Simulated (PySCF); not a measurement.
C2, SMILES [C]=[C] (connectivity only; charge and spin as stated), neutral, multiplicity 1.

Coordinates come from a PBE0-D3(BJ)/def2-TZVPD optimisation.

These are TDA-ωB97X/def2-TZVPD (PySCF) values and carry that method's errors.

Vertical excitations; the highest root listed may be one member of a degenerate set. The molecule is in vacuum. State labels are in the subgroup D2h.

Computed excitation energies, oscillator strengths and character:
```csv
state,symmetry,energy (eV),λ (nm),f,main pairs
S1,B1u,3.90,318,0.096,HOMO−2→LUMO 76 %
S2,Au,6.77,183,0.000,"HOMO−1→LUMO+1 49 %, HOMO→LUMO+2 49 %"
S3,Au,7.10,175,0.000,"HOMO→LUMO+2, HOMO−1→LUMO+1 (degenerate set)"
S4,B1u,7.10,175,0.000,"HOMO→LUMO+1, HOMO−1→LUMO+2 (degenerate set)"
S5,B2u,9.63,129,0.125,HOMO−1→LUMO+3 (degenerate set)
S6,B3u,9.63,129,0.125,HOMO→LUMO+3 (degenerate set)
S7,B3u,10.45,119,0.142,HOMO−2→LUMO+1 (degenerate set)
S8,B2u,10.45,119,0.142,HOMO−2→LUMO+2 (degenerate set)
S9,B3g,10.55,117,0.000,HOMO−1→LUMO+4 (degenerate set)
S10,B2g,10.55,117,0.000,HOMO→LUMO+4 (degenerate set)
T1,B1u,5.54,224,0,"HOMO→LUMO+1 46 %, HOMO−1→LUMO+2 46 %"
T2,Au,6.09,204,0,"HOMO−1→LUMO+1, HOMO→LUMO+2 (degenerate set)"
T3,B1u,6.09,204,0,"HOMO−1→LUMO+2, HOMO→LUMO+1 (degenerate set)"
T4,Au,6.77,183,0,"HOMO→LUMO+2 49 %, HOMO−1→LUMO+1 49 %"
```
Triplets are in the Tamm–Dancoff approximation.
